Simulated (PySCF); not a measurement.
Deuteron quadrupole couplings in TMS-CHF2

TMS-CHF2, C4H10F2Si.
Z-matrix (Å and degrees, PBE0-D3(BJ)/def2-SVP geometry), rows numbered from 1:
```
C 
Si  1  1.8760
C   2  1.8729  1  111.76
C   2  1.8753  1  112.21  3  -126.61
C   2  1.9232  1  107.24  3   115.78
F   5  1.3661  2  109.40  1   -61.43
F   5  1.3663  2  109.73  1  -179.30
H   1  1.1015  2  111.61  3  -179.64
H   1  1.1014  2  111.05  3    60.15
H   1  1.1011  2  110.37  3   -59.56
H   3  1.1010  2  111.59  1   -63.57
H   3  1.1008  2  110.44  1    56.92
H   3  1.1010  2  110.40  1   176.03
H   4  1.1016  2  111.50  1   -53.77
H   4  1.1010  2  110.47  1  -173.81
H   4  1.1014  2  111.08  1    66.35
H   5  1.1076  2  115.46  1    59.54
```

Level: PBE0/pcSseg-1 (PySCF, non-relativistic); Q(2H) = 0.00286 b; rigid geometry, the same for H and D, with no vibrational averaging.

Task: Give the electric field gradient Vzz (the principal value of largest size), its asymmetry and the 2H coupling at each hydrogen.

Result: 
```json
{"atom": "H8", "bonded to": "C1", "bond length (Å)": "1.101", "Vzz (au)": "0.2980", "η": "0.02", "χzz (kHz)": "200"}
{"atom": "H9", "bonded to": "C1", "bond length (Å)": "1.101", "Vzz (au)": "0.2984", "η": "0.01", "χzz (kHz)": "201"}
{"atom": "H10", "bonded to": "C1", "bond length (Å)": "1.101", "Vzz (au)": "0.2966", "η": "0.02", "χzz (kHz)": "199"}
{"atom": "H11", "bonded to": "C3", "bond length (Å)": "1.101", "Vzz (au)": "0.2994", "η": "0.01", "χzz (kHz)": "201"}
{"atom": "H12", "bonded to": "C3", "bond length (Å)": "1.101", "Vzz (au)": "0.2974", "η": "0.01", "χzz (kHz)": "200"}
{"atom": "H13", "bonded to": "C3", "bond length (Å)": "1.101", "Vzz (au)": "0.2972", "η": "0.01", "χzz (kHz)": "200"}
{"atom": "H14", "bonded to": "C4", "bond length (Å)": "1.102", "Vzz (au)": "0.2979", "η": "0.01", "χzz (kHz)": "200"}
{"atom": "H15", "bonded to": "C4", "bond length (Å)": "1.101", "Vzz (au)": "0.2968", "η": "0.02", "χzz (kHz)": "199"}
{"atom": "H16", "bonded to": "C4", "bond length (Å)": "1.101", "Vzz (au)": "0.2984", "η": "0.01", "χzz (kHz)": "201"}
{"atom": "H17", "bonded to": "C5", "bond length (Å)": "1.108", "Vzz (au)": "0.2626", "η": "0.06", "χzz (kHz)": "176"}
```

Task: A static deuteron (I = 1) shows a doublet split by (3/2)χ, (3/4)χ(1 + η) and (3/4)χ(1 − η) with the field along z, y and x of the gradient. What are these for H17?

Result: With |χ| = 176.4 kHz and η = 0.065: 265, 141 and 124 kHz, to first order and without motion.

Geometry: PBE0-D3(BJ)/def2-SVP; no solvent, vibrations or thermal averaging. The small basis limits the accuracy of the gradients.
